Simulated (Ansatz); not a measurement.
`CN(C)[Si](O)(O)O` + `[OH][Al]([F])[Cl]` → `O[Si](O)(O)[O][Al]([F])[Cl]` + `CNC`  (ligand exchange at the Si–N bond)

Isolated molecules relaxed with PBE0-D4/def2-TZVP in Ansatz; ΔE leaves out vibrations. CCSD(T)/CBS adds triple-zeta CCSD(T) − MP2 to the extrapolated MP2 energy (def2 sets, frozen cores). This one scheme is used for every species. Functionals use def2-TZVPP. One conformer a species, not always the lowest.

(1) Is it downhill or uphill in electronic energy at CCSD(T)/CBS, and by how much? (An estimate is asked.)

(2) What do these levels give: B2PLYP, revPBE, RPA@PBE/def2-TZVPP, HF/def2-SVP, CCSD/def2-SVP, MP2/CBS(def2)? (Best estimate.)

Largest T1 diagnostic among the species: 0.011.

Results:

(1) Computed: Downhill: ΔE = -17.7 kcal/mol.

(2) Ansatz gave: B2PLYP -18.6, revPBE -17.4, RPA@PBE/def2-TZVPP -17.4, HF/def2-SVP -23.0, CCSD/def2-SVP -18.6, MP2/CBS(def2) -16.8 kcal/mol.

In def2-TZVPP, CCSD(T) changes the Hartree–Fock value by +6.2 kcal/mol (the triples alone add +1.0 kcal/mol) and MP2 by +7.1 kcal/mol. The D4 term adds +1.6 kcal/mol with B3LYP and +0.9 kcal/mol with PBE0; it sums over pairs of atoms, weighted by their polarisabilities, and B3LYP, whose exchange is more repulsive, gets the larger term. From BLYP to BHLYP (50 % exact exchange), in def2-TZVPP and without D4, ΔE moves by −2.1 kcal/mol.

B3LYP here is the variant with VWN-RPA as its local correlation; programs differ in this.
